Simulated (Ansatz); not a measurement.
`[F][Al]1[AlH][Zn]1`. Total charge 0; spin multiplicity 1. The structure was optimised at the PBE0-D4/def2-TZVP level.

```xyz
5

F    -0.987    0.756   -2.068
Al    0.095    0.390   -0.865
Al    0.984    0.492    1.497
Zn    0.618   -1.844    0.579
H    -0.709    0.206    0.857
```

Task: What is the dipole moment at ωB97M-V/def2-TZVPP? (An estimate is asked.)

Result: The calculation gave: 2.45 D, with components (1.22, -1.61, 1.39) D in this frame, pointing from negative to positive charge.

Task: And with PBE, r2SCAN, B3LYP? (Best estimate.)

Result: Ansatz gave: PBE 2.24 D, r2SCAN 2.14 D, B3LYP 2.35 D.

Task: Give the Mulliken charges with ωB97M-V, r2SCAN, PBE in def2-TZVPP. (An estimate is asked.)

Result: Computed: 
```tsv
atom	ωB97M-V	r2SCAN	PBE
F1	-0.34	-0.35	-0.30
Al2	0.39	0.41	0.37
Al3	0.05	0.06	0.06
Zn4	0.00	0.00	-0.05
H5	-0.11	-0.12	-0.08
```

B3LYP here is the variant with VWN-RPA as its local correlation; programs differ in this.
